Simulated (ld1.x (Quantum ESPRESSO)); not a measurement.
**Ce TM: all-electron and pseudo phase curves**

ld1.x (Quantum ESPRESSO) 7.5 input, shortened:

```
&input
   title='Ce', zed=58., rel=1, dft='PBESOL', iswitch=3,
   config='[Xe] 4f1 5d1 6s1 6p0'
 /
 &inputp
   pseudotype=2, tm=.true., lloc=1,
   nlcc=.false.
 /
4
6S  1  0   1.00   0.00  2.75  2.75  0.0
5D  3  2   1.00   0.00  2.56  2.56  0.0
4F  4  3   1.00   0.00  0.85  0.85  0.0
5P  2  1   6.00   0.00  2.10  2.10  0.0
 &test
   configts(1)='4f1 5p6 5d1 6s1 6p0'
 /
```

The phase is arctan(r·u′/u) with u = r·R(r), unwrapped; energies in Ry, scanned from -4 to 5 Ry. A pole is an energy at which the radial function vanishes at the test radius. The pseudo phase is shifted by a multiple of π to meet the all-electron one at the reference energy, and phase errors are pseudo minus all-electron; the curves can meet again beyond the range given. Levels narrower than the energy grid can be missing from the lists of poles.

```json
{"channel": "s", "radius (bohr)": "2.99", "reference energy (Ry)": "-0.63", "poles, all-electron": "-3.33, 2.46", "poles, pseudo": "-0.92, 3.06", "unbroken range about the reference energy with phases within 0.05 rad": "-0.8 to -0.4", "phase error 1 Ry above the reference energy (rad)": "+0.172"}
{"channel": "p", "radius (bohr)": "2.99", "reference energy (Ry)": "-2.14", "poles, all-electron": "-1.91, 3.70", "poles, pseudo": "-1.91, 3.25", "unbroken range about the reference energy with phases within 0.05 rad": "below 0.2", "phase error 1 Ry above the reference energy (rad)": "-0.003"}
{"channel": "d", "radius (bohr)": "2.99", "reference energy (Ry)": "-0.63", "poles, all-electron": "0.19", "poles, pseudo": "0.19", "unbroken range about the reference energy with phases within 0.05 rad": "below 2.1", "phase error 1 Ry above the reference energy (rad)": "-0.002"}
{"channel": "f", "radius (bohr)": "2.99", "reference energy (Ry)": "-0.83", "poles, all-electron": "-0.78, 2.84", "poles, pseudo": "-0.78, 3.15", "unbroken range about the reference energy with phases within 0.05 rad": "below 0.6", "phase error 1 Ry above the reference energy (rad)": "+0.011"}
```

Note: ghost state, extra bound levels that the all-electron valence spectrum of the same l lacks: s at -12.7 eV. A true bound ghost makes a file unfit for plane-wave use.

Phases in the s channel:

| E (Ry) | all-electron | pseudo |
| --- | --- | --- |
| -4.00 | 1.310 | 1.368 |
| -3.76 | 1.234 | 1.359 |
| -3.52 | 0.267 | 1.349 |
| -3.28 | -1.618 | 1.338 |
| -3.04 | -1.715 | 1.325 |
| -2.80 | -1.755 | 1.310 |
| -2.56 | -1.784 | 1.292 |
| -2.32 | -1.810 | 1.270 |
| -2.08 | -1.838 | 1.244 |
| -1.84 | -1.870 | 1.210 |
| -1.60 | -1.910 | 1.165 |
| -1.36 | -1.962 | 1.103 |
| -1.12 | -2.035 | 0.996 |
| -0.88 | -2.145 | -1.998 |
| -0.64 | -2.327 | -2.327 |
| -0.40 | -2.657 | -2.622 |
| -0.16 | -3.210 | -3.065 |
| 0.08 | -3.781 | -3.571 |
| 0.32 | -4.133 | -3.952 |
| 0.56 | -4.327 | -4.186 |
| 0.80 | -4.442 | -4.331 |
| 1.04 | -4.518 | -4.426 |
| 1.28 | -4.572 | -4.493 |
| 1.52 | -4.612 | -4.543 |
| 1.76 | -4.644 | -4.582 |
| 2.00 | -4.671 | -4.614 |
| 2.24 | -4.694 | -4.641 |
| 2.48 | -4.714 | -4.664 |
| 2.72 | -4.732 | -4.685 |
| 2.96 | -4.750 | -4.705 |
| 3.20 | -4.767 | -4.724 |
| 3.44 | -4.784 | -4.744 |
| 3.68 | -4.802 | -4.766 |
| 3.92 | -4.822 | -4.791 |
| 4.16 | -4.843 | -4.823 |
| 4.40 | -4.868 | -4.871 |
| 4.64 | -4.898 | -4.956 |
| 4.88 | -4.936 | -5.178 |
